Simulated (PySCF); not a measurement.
## Telling isomers of C₆H₁₀FPSi₂ apart by NMR

[PySCF: shielding tensors at PBE0/pcSseg-1 (GIAO); geometry from GFN2-xTB; non-relativistic; one computed conformer; fast rotation and ring inversion assumed for equivalent nuclei; gas phase]

δ = σ(ref) − σ, references computed at the same level: TMS for 1H and 13C. Splittings of carbon signals by F and P are missing where no couplings were computed. Where no couplings were computed, multiplicities follow the n + 1 count of equivalent neighbours, and m marks all less simple cases (inequivalent or close neighbours, rings, F or P nearby). Shifts are as computed. Against solution values, carbons near 30 ppm lie about +3 ppm off and those near 130 ppm about +5 ppm. Of 1211 compounds with measured shifts, 218 miss one by over three times the rms of a fit or turn the order of signals round; such compounds aren't used in these exercises.

(1) Tabulate the signals of `C=Cp1c([SiH3])cc(F)c1[SiH3]`, `F[Si@@H]([SiH2]P)c1ccccc1` and their relative energies.

(2) What is the quickest way to tell C=Cp1c([SiH3])cc(F)c1[SiH3] from F[Si@@H]([SiH2]P)c1ccccc1?

Answers

(1) 
```json
{"SMILES": "C=Cp1c([SiH3])cc(F)c1[SiH3]", "carbon types": "3×C 2×CH 1×CH2", "δC": "181.0, 157.1, 145.7, 138.3, 128.5, 119.5", "δH": "7.13 (m, 1H), 6.75 (m, 1H), 5.77 (m, 1H), 5.64 (m, 1H), 4.52 (m, 3H), 4.49 (m, 3H)", "E rel. (kcal/mol)": "81.6"}
{"SMILES": "F[Si@@H]([SiH2]P)c1ccccc1", "carbon types": "1×C 5×CH", "δC": "138.4, 138.2, 136.3, 133.6", "δH": "7.78 (m, 2H), 7.74 (m, 2H), 7.72 (m, 1H), 6.26 (m, 1H), 4.42 (m, 1H), 4.07 (m, 1H), 1.01 (m, 2H)", "E rel. (kcal/mol)": "0.0"}
```

Energies are electronic energies at PBE0/pcSseg-1 on these geometries, without zero-point or thermal terms, each for the one conformer computed, which needn't be the lowest.

(2) Count the carbon signals: 6 against 4. The first has a terminal =CH2 carbon at 128.5 ppm, the second a substituted aromatic carbon (C) at 138.4 ppm. Their most deshielded carbons lie at 181.0 and 138.4 ppm. In the proton spectra the most deshielded non-exchanging signals are 7.13 (m, 1H) and 7.78 (m, 2H).
